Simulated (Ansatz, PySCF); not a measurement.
Spin states of COOs (SMILES [O+]#[C-]->[Os]), each relaxed with B3LYP-D3(BJ)/def2-TZVP.
State 1 (charge 0, multiplicity 3):
```xyz
3

Os    -1.012    -0.808    -0.924
O      0.856     0.730     0.757
C      0.122     0.126     0.097
```
State 2 (charge 0, multiplicity 5):
```xyz
3

Os    -1.06268    -0.88922    -0.95743
O      0.89450     0.69768     0.81073
C      0.13501     0.23901     0.07648
```

Singlets are restricted, other states unrestricted; no spin–orbit coupling, no relativity up to Kr; see below for the cores. The largest T1 diagnostic is 0.053.

Run with Ansatz (Gaussian basis) for Hartree–Fock, density functionals and correlated methods; PySCF for the dispersion terms. Each number belongs to the level named beside it. In def2 rows elements past Kr take small-core potentials, without spin–orbit coupling.

One of these levels gives 1.513 eV for the energy of the multiplicity-5 state less that of the multiplicity-3 state. Which?
(A) BLYP-D3(BJ)/def2-TZVPP
(B) SVWN5/def2-TZVPP
(C) BHLYP-D3(BJ)/def2-TZVPP
(D) PBE-D4/def2-TZVPP

D, PBE-D4/def2-TZVPP. The others give 1.932 (SVWN5/def2-TZVPP), 1.701 (BLYP-D3(BJ)/def2-TZVPP), 1.162 (BHLYP-D3(BJ)/def2-TZVPP)

Ansatz is a quantum-chemistry and plane-wave program.
